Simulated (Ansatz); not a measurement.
Basis-set extrapolation for CH₃AlO₂S (`O[CH]1[S][Al]1[OH]`) (PBE0-D4/def2-TZVP geometry, frozen core, Ansatz). Multiplicity 1, RHF reference.

```
                      def2-TZVPP   def2-QZVPP
                 HF  -828.934241  -828.961186
    MP2 correlation    -0.887466    -0.959633
CCSD(T) correlation    -0.951003      not run
```

Energies in hartree. Use E(X) = E(∞) + A·exp(−7.88·√X) for Hartree–Fock and E(X) = E(∞) + B·X^(−2.97) for correlation, with X = 3 and 4, and add CCSD(T) minus MP2 of the smaller set to the MP2 limit.

Problem. What is the CCSD(T) energy at the basis-set limit?

Solution. HF limit: -828.961186 + (-0.026945) × 0.13774 = -828.96490. MP2 limit: -0.959633 + (-0.072167) × 0.74074 = -1.01309. Higher-order term: -0.951003 − (-0.887466) = -0.06354. Total: -830.04153 hartree, 4.25 eV below CCSD(T)/def2-TZVPP.
